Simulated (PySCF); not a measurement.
**Radial density of Ta⁵⁸⁺ (tantalum, charge +58)**

UHF, [Ne] 3s2 3p3, high-spin 4S determinant. All numbers are calculated (PySCF 2.14, scalar relativity by spin-free X2C-1e, in an even-tempered Gaussian basis (17 s from 16 bohr⁻², ratio 2.5; 12 p from 20 bohr⁻², ratio 2.5; 4 d from 79 bohr⁻², ratio 2.7; 4 f from 120 bohr⁻², ratio 2.7)).

```
r (bohr)  4πr²ρ (e/bohr)  4πr²(ρα − ρβ)
  0.0226           83.98         4.2922
  0.0381           100.8         7.8370
  0.0640           113.0         3.0100
   0.108           45.62         4.2379
   0.181           36.15        20.1233
   0.305           5.920         3.5123
   0.512         0.03483         0.0187
```

Densities and radii are taken from the X2C orbitals without a picture-change correction, which distorts them close to the nucleus.

Spin-orbit coupling, which splits the p, d and f shells strongly at this Z, is absent. Spin-orbit coupling is strong in this species (close to jj coupling), so the high-spin LS determinant is a model state, not a physical level.
